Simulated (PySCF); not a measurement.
**A series of related molecules**

Theory: TDDFT CAM-B3LYP/aug-cc-pVDZ excited states, vertical, gas phase (PySCF). Geometry: PBE0-D3(BJ)/def2-SVP.

Each molecule in one low-energy conformer. The parent is FC(F)(F)c1cccs1.

Question: How does the largest two-photon cross section among the few lowest singlets (linear parallel light, single beam, Lorentzian half width 0.1 eV, states within 0.08 eV summed) change along this series?
- FC(F)(F)c1cccs1 (base)
- COc1ccc(C(F)(F)F)s1 (H replaced by OCH3)
- Nc1ccc(C(F)(F)F)s1 (H replaced by NH2)

Answer: 
```tsv
molecule	S1 (eV)	f(S1)	largest σ (GM)	at photon λ (nm)
FC(F)(F)c1cccs1	5.62	0.111	1.5	355
COc1ccc(C(F)(F)F)s1	5.17	0.188	0.8	431
Nc1ccc(C(F)(F)F)s1	4.71	0.052	1.5	425
```
The largest two-photon cross section among the few lowest singlets (linear parallel light, single beam, Lorentzian half width 0.1 eV, states within 0.08 eV summed) is lowest for COc1ccc(C(F)(F)F)s1 and highest for FC(F)(F)c1cccs1.
